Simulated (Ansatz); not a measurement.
Geometry optimisation, RKS B3LYP-D4/def2-SVP (Ansatz).

Input:

```yaml
crystal:
  periodic: [false, false, false]
  atoms:
    - { symbol: Sn, position_ang: [0.0, 0.0, 0.0] }
    - { symbol: Cl, position_ang: [0.0, 0.0, 2.41] }
    - { symbol: O, position_ang: [1.8483, 0.0, -0.6527] }
    - { symbol: H, position_ang: [2.1646, -0.9521, -0.7693] }
    - { symbol: H, position_ang: [-0.8195, 1.4198, -0.5794] }
    - { symbol: O, position_ang: [-0.9232, -1.5994, -0.6527] }
    - { symbol: H, position_ang: [-1.3778, -2.065, 0.1197] }
basis:
  gaussian: { orbitals: def2-SVP }
hamiltonian:
  xc: b3lyp
  dispersion: d4
relax:
  f_tol: 0.02
  max_steps: 40
```

Run as:

```bash
$ ansatz run input.yaml --threads 1 --pin off --max-ram 2048MiB --backend cpu --events-out ev --progress --plain --runs-dir out
```

Question: Where does it end, and by what steps?

Answer: The run converged. After 7 steps the energy has fallen by 0.144 eV; H4 moved furthest, 0.17 Å.

| step | energy less start (eV) | largest force component (eV/Å) | accepted |
| --- | --- | --- | --- |
| 0 | 0.0000 | 1.842 | yes |
| 1 | -0.1174 | 0.891 | yes |
| 2 | -0.1359 | 0.564 | yes |
| 3 | -0.1420 | 0.078 | yes |
| 4 | -0.1421 | 0.078 | yes |
| 5 | -0.1139 | 0.987 | no |
| 6 | -0.1437 | 0.030 | yes |
| 7 | -0.1439 | 0.011 | yes |

```xyz
7
Properties=species:S:1:pos:R:3
Sn -0.049 0.042 -0.037
Cl 0.012 -0.090 2.327
O 1.790 -0.038 -0.757
H 2.211 -0.897 -0.611
H -0.746 1.492 -0.590
O -1.029 -1.585 -0.609
H -1.298 -2.121 0.152
```

Time of the run: 20 s on 1 thread of AMD EPYC 9R45 96-Core Processor (Zen 5), with other jobs on the host, peak memory 0.21 GiB.
